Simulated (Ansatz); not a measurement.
Reaction (ligand exchange at a Ti–Se bond): `C[Se][Ti]([Cl])([Cl])[Cl]` + HBr → `[Cl][Ti]([Cl])([Cl])[Br]` + `C[SeH]`

Computed with Ansatz on PBE0-D4/def2-TZVP structures; ΔE is electronic, products minus reactants. CBS: MP2 limit from def2 TZ/QZ plus the TZ coupled-cluster correction, frozen cores. Functionals use def2-TZVPP. For Br, Se, Ti outer-core shells are correlated without core-valence functions, which leaves a few kJ/mol of doubt a bond. Scalar relativity is left out up to krypton. Each species was taken in one conformer, which may not be the lowest.

```csv
species,B97M-V energy (Eh)
`C[Se][Ti]([Cl])([Cl])[Cl]`,-4670.84901
HBr,-2574.29483
`[Cl][Ti]([Cl])([Cl])[Br]`,-4803.52330
`C[SeH]`,-2441.63751
```

Problem. Work out ΔE.

Solution. ΔE = (-4803.52330) + (-2441.63751) − (-4670.84901) − (-2574.29483) = -0.01697 Eh = -44.6 kJ/mol. CCSD(T)/CBS gives -35.1 kJ/mol.

Problem. What do rigid-rotor, harmonic-oscillator terms from PBE0-D4/def2-TZVP frequencies (298.15 K, 1 bar) make of the CCSD(T)/CBS value? (Estimate.)

Solution. Computed: ΔZPE = +4.0 kJ/mol, ΔH = -34.5 kJ/mol, ΔS = 0 J/(mol·K), ΔG = -34.4 kJ/mol. Modes under 50 cm⁻¹ make the entropy rough.

Largest T1 diagnostic among the species: 0.025, so the coupled-cluster value is less sure than usual.

The D4 term adds +8.9 kJ/mol with B3LYP and +5.3 kJ/mol with PBE0; it sums over pairs of atoms, weighted by their polarisabilities, and B3LYP, whose exchange is more repulsive, gets the larger term. In def2-TZVPP, CCSD(T) changes the Hartree–Fock value by +24.3 kJ/mol (the triples alone add +4.6 kJ/mol) and MP2 by +28.5 kJ/mol. Leaving LDA and LC-ωPBE aside and taking each functional with its dispersion term where it has one, the values, not all of them listed here, spread over 10.2 kJ/mol, from B97M-V to revPBE-D4. LDA lies +4.4 kJ/mol from PBE without D4.

B3LYP here is the variant with VWN-RPA as its local correlation; programs differ in this.
